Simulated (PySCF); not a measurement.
C8H9 (doublet state).
Atom-mapped SMILES: `[CH:1]=[C:2]=[C:3]([CH3:4])[CH2:5][C:6]#[C:7][CH3:8]` (hydrogens: H9 on C1; H10, H11, H12 on C4; H13, H14 on C5; H15, H16, H17 on C8)

Geometry (GFN2-xTB, Å), atoms numbered from 1 in this order:
```
atom  x, y, z in Å
C1     2.885    1.895   -0.248
C2     2.170    0.911   -0.298
C3     1.377   -0.195   -0.383
C4     1.521   -1.330    0.569
C5     0.276   -0.258   -1.401
C6    -1.005   -0.031   -0.744
C7    -2.020    0.160   -0.137
C8    -3.267    0.391    0.562
H9     3.495    2.745   -0.189
H10    0.585   -1.489    1.109
H11    2.316   -1.140    1.286
H12    1.745   -2.257    0.034
H13    0.424    0.503   -2.172
H14    0.256   -1.247   -1.876
H15   -3.193    0.024    1.586
H16   -4.082   -0.129    0.059
H17   -3.490    1.458    0.585
```

The hyperfine couplings belong to this conformer and change with its torsions.

Method: PySCF 2.14.0, UKS B3LYP, pcH-1 on C H, non-relativistic, mean-field spin-orbit, GIAO. The structure is a single GFN2-xTB conformer in the gas phase; no vibrational or solvent corrections. GFN2-xTB frequencies show an imaginary mode (34i cm⁻¹), so this geometry is no minimum at that level. A GFN2-xTB geometry isn't a minimum of the functional, and hyperfine couplings can be far from their values at a DFT geometry. Stability of the SCF solution: not tested.

Q: What is the g tensor, term by term?

A: 
```
                    Δg (ppm)     1     2     3
relativistic mass correction  -146  -146  -146
            gauge correction    -2    25    30
   orbital Zeeman/spin–orbit    26   570   845
                       total  -122   449   729
```

So g = 2.00220, 2.00277, 2.00305 and g_iso = 2.00267; the tensor is rhombic: the two nearest values differ by 33 % of g3 − g1. Axes: g3 points within 14° of the C2–C3 bond.

Q: What effective moment and Curie constant follow for a powder?

A: With the mean of g² = 4.0107 and S(S+1) = 0.75: μ_eff = √(⟨g²⟩S(S+1)) = 1.734 μB and χT = 0.12505·⟨g²⟩·S(S+1) = 0.376 cm³ K/mol (cgs; spin-Hamiltonian part alone).

Q: What are the electron Larmor frequencies g μB B/h along the three axes at 1200 mT?

A: 33.6279, 33.6375, 33.6422 GHz for g1, g2 and g3, a range of 14.3 MHz.

Q: Average each term over the three axes. Which is largest in size?

A: The orbital-Zeeman/spin–orbit term 480, the mass correction -146 and the gauge correction 18 ppm, for a total of 352 ppm. The orbital-Zeeman/spin–orbit term is the largest in size. The mass correction is the same along every axis, so the anisotropy comes from the other two: their spans along these axes are 32 (gauge) and 818 ppm (orbital Zeeman/spin–orbit).

Q: In a frozen sample, at which fields do the three g values resonate at 9.5, 34, 94 and 263 GHz (hyperfine left aside), and which band first spreads them over more than twice a line width of 0.5 mT?

A: 
```
band    GHz  B(g3) mT  B(g2) mT  B(g1) mT  spread mT
   X    9.5    338.86    338.91    339.00       0.14
   Q   34.0   1212.76   1212.93   1213.28       0.52
   W   94.0   3352.93   3353.40   3354.36       1.42
   J  263.0   9381.08   9382.39   9385.07       3.99
```

The spread grows in proportion to the frequency. W band is the first where it exceeds 1.0 mT.

The largest Mulliken spin populations are on C3 (+0.73), C1 (+0.54), C2 (-0.25) and C4 (-0.06). The angles at C3 add up to 359.9°, so it is planar.

The HOMO–LUMO gaps are 6.03 eV among the α and 4.74 eV among the β orbitals.

Hardware: one thread, Arm Neoverse V2 (aarch64), shared host with 96 logical CPUs at a one-minute load of 60. Cost: 86 s of wall time (with the writing of density and orbital grids), 0.98 GiB resident at most.

The SMILES draws the unpaired electron on C1; the largest computed Mulliken spin population is on C3 (0.73 against 0.54).
